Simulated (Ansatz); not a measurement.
Cost and result up the ladder for Si(NCS)H3 (CH₃NSSi) (7 atoms). Total charge 0; singlet. Geometry: PBE-D4/def2-SVP.

```tsv
atom	x (Å)	y (Å)	z (Å)
Si1	0.586	-0.839	-0.421
N2	-0.326	0.478	0.243
C3	-0.970	1.392	0.700
S4	-1.815	2.590	1.299
H5	0.005	-2.130	0.075
H6	2.014	-0.713	0.023
H7	0.505	-0.778	-1.919
```

Ansatz on 4 threads of Intel Xeon on a shared host. Times are rough, and most runs start from the orbitals of an earlier one. ωB97X-V/def2-TZVP serves as the yardstick here, not as an exact answer. Differences are given only for rows in sets of like size (and for xTB, whose basis is part of the method), since another set adds its own error. Binding counts from free atoms at the same level (Si triplet, N quartet, C triplet, S triplet, H doublet; other spins of the atoms weren't run), without zero-point energy or a counterpoise term.

B3LYP takes the VWN-RPA correlation. Correlated methods freeze 12 core orbitals.

Correlated methods converge slowly with the basis.

```json
{"level": "HF/STO-3G", "functions": "31", "wall time": "0.62 s", "binding energy per atom (eV)": "2.88", "difference from ωB97X-V/def2-TZVP (eV)": "–"}
{"level": "PBE-D4/def2-SVP", "functions": "79", "wall time": "1.8 s", "binding energy per atom (eV)": "3.94", "difference from ωB97X-V/def2-TZVP (eV)": "–"}
{"level": "LDA (SPW92)/def2-TZVP", "functions": "154", "wall time": "2.2 s", "binding energy per atom (eV)": "4.40", "difference from ωB97X-V/def2-TZVP (eV)": "0.58"}
{"level": "PBE0-D4/def2-SVP", "functions": "79", "wall time": "2.6 s", "binding energy per atom (eV)": "3.81", "difference from ωB97X-V/def2-TZVP (eV)": "–"}
{"level": "revPBE-D4/def2-TZVP", "functions": "154", "wall time": "2.7 s", "binding energy per atom (eV)": "3.83", "difference from ωB97X-V/def2-TZVP (eV)": "0.01"}
{"level": "PBE-D4/def2-TZVP", "functions": "154", "wall time": "3.1 s", "binding energy per atom (eV)": "3.93", "difference from ωB97X-V/def2-TZVP (eV)": "0.11"}
{"level": "BLYP-D4/def2-TZVP", "functions": "154", "wall time": "3.1 s", "binding energy per atom (eV)": "3.86", "difference from ωB97X-V/def2-TZVP (eV)": "0.04"}
{"level": "B3LYP-D4/def2-TZVP", "functions": "154", "wall time": "3.2 s", "binding energy per atom (eV)": "3.82", "difference from ωB97X-V/def2-TZVP (eV)": "0.00"}
{"level": "PBE0-D4/def2-TZVP", "functions": "154", "wall time": "3.5 s", "binding energy per atom (eV)": "3.81", "difference from ωB97X-V/def2-TZVP (eV)": "-0.01"}
{"level": "r2SCAN-D4/def2-TZVP", "functions": "154", "wall time": "4.4 s", "binding energy per atom (eV)": "3.83", "difference from ωB97X-V/def2-TZVP (eV)": "0.01"}
{"level": "MP2/def2-TZVP", "functions": "154", "wall time": "4.7 s", "binding energy per atom (eV)": "3.73", "difference from ωB97X-V/def2-TZVP (eV)": "-0.09"}
{"level": "B97M-V/def2-TZVP (with forces)", "functions": "154", "wall time": "8 s", "binding energy per atom (eV)": "3.84", "difference from ωB97X-V/def2-TZVP (eV)": "0.02"}
{"level": "ωB97X-V/def2-TZVP", "functions": "154", "wall time": "8 s", "binding energy per atom (eV)": "3.82", "difference from ωB97X-V/def2-TZVP (eV)": "0.00"}
{"level": "CCSD(T)/def2-TZVPP", "functions": "188", "wall time": "39 s", "binding energy per atom (eV)": "3.66", "difference from ωB97X-V/def2-TZVP (eV)": "-0.16"}
```
